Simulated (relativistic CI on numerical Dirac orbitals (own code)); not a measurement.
Magnetism of Rh⁴⁺, 4d5, in a crystal field

Calculated by Dirac-Coulomb-Breit CI, separate exchange-only KLI orbitals for each configuration, QED by a radiative potential, valence Slater integrals scaled by 0.7, one configuration in a parametric crystal field (own radial code).

Field parameters in Wybourne normalisation: Td as Oh with Dq negative (B⁴₀ = 21Dq, B⁴₄ = √(5/14) B⁴₀). The field is a parameter set, without covalency.

S is read from ⟨S²⟩ = S(S + 1).

Powder χT (cm³ K mol⁻¹) by Van Vleck's formula, with temperature-independent terms:

| Field | 2 K | 5 K | 10 K | 20 K | 50 K | 100 K | 200 K | 300 K |
| --- | --- | --- | --- | --- | --- | --- | --- | --- |
| Td, 10Dq = -3200 cm⁻¹ | 4.35 | 4.35 | 4.35 | 4.35 | 4.35 | 4.35 | 4.35 | 4.35 |
| Td, 10Dq = -5800 cm⁻¹ | 4.34 | 4.35 | 4.35 | 4.35 | 4.35 | 4.35 | 4.35 | 4.35 |
| Td, 10Dq = -8400 cm⁻¹ | 4.33 | 4.34 | 4.34 | 4.34 | 4.34 | 4.34 | 4.34 | 4.34 |
| Td, 10Dq = -10950 cm⁻¹ | 4.22 | 4.3 | 4.31 | 4.32 | 4.32 | 4.32 | 4.32 | 4.32 |
| Td, 10Dq = -13550 cm⁻¹ | 3.6 | 4.15 | 4.25 | 4.27 | 4.27 | 4.27 | 4.28 | 4.28 |
| Td, 10Dq = -16100 cm⁻¹ | 3.79 | 4.03 | 4.09 | 4.1 | 4.11 | 4.11 | 4.11 | 4.12 |
| Td, 10Dq = -18700 cm⁻¹ | 0.1 | 0.103 | 0.108 | 0.118 | 0.147 | 0.197 | 0.295 | 0.395 |

Q: For Td, 10Dq = -18700 cm⁻¹: what effective moment follows at 300 K?

A: μ_eff = √(8χT) = 1.78 μB. The ground level has S = 0.86; the spin-only moment for S = 1/2 is 1.73 μB. The difference comes from the orbital moment, spin-orbit mixing of terms and temperature-independent paramagnetism, all larger in this ionic model than in covalent complexes.
